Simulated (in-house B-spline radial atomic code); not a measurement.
A fraction x of an electron is removed from 4d in In³⁺, starting from [Kr] 4d10 and keeping the highest spin. All numbers are computed (scalar-relativistic (X2C) SCAN, spin-polarised, spherical fractional occupations; Fermi nucleus of rms radius 4.6156 fm) with a radial B-spline atomic code at the basis-set limit, not measured.

| x | E(x) - E(0) (eV) | 4d down level (eV) |
| --- | --- | --- |
| 0 | 0.0000 | -48.272 |
| 0.09 | 4.4098 | -49.725 |
| 0.16 | 7.9303 | -50.861 |
| 0.32 | 16.2770 | -53.478 |
| 0.5 | 26.1706 | -56.456 |
| 0.55 | 29.0143 | -57.290 |
| 0.73 | 39.5980 | -60.312 |
| 0.85 | 46.9573 | -62.346 |
| 0.91 | 50.7287 | -63.368 |
| 1 | 56.5010 | -64.908 |

The exact functional would give a straight line between the two integer points. Deviations E(x) - E(0) - x[E(1) - E(0)], in eV: -0.675 at x = 0.09, -1.11 at x = 0.16, -1.803 at x = 0.32, -2.08 at x = 0.5, -2.061 at x = 0.55, -1.648 at x = 0.73, -1.069 at x = 0.85, -0.687 at x = 0.91.

The curve lies below the straight line by up to 2.08 eV (at x = 0.5): convex, the delocalisation error that favours fractional charges.

(1) How well does Slater's transition state (minus the level at half occupation) give the ionisation energy?

Results:

(1) It gives 56.456 eV against 56.501 eV from the two total energies; NIST lists 55.45 eV, ground level to ground level.
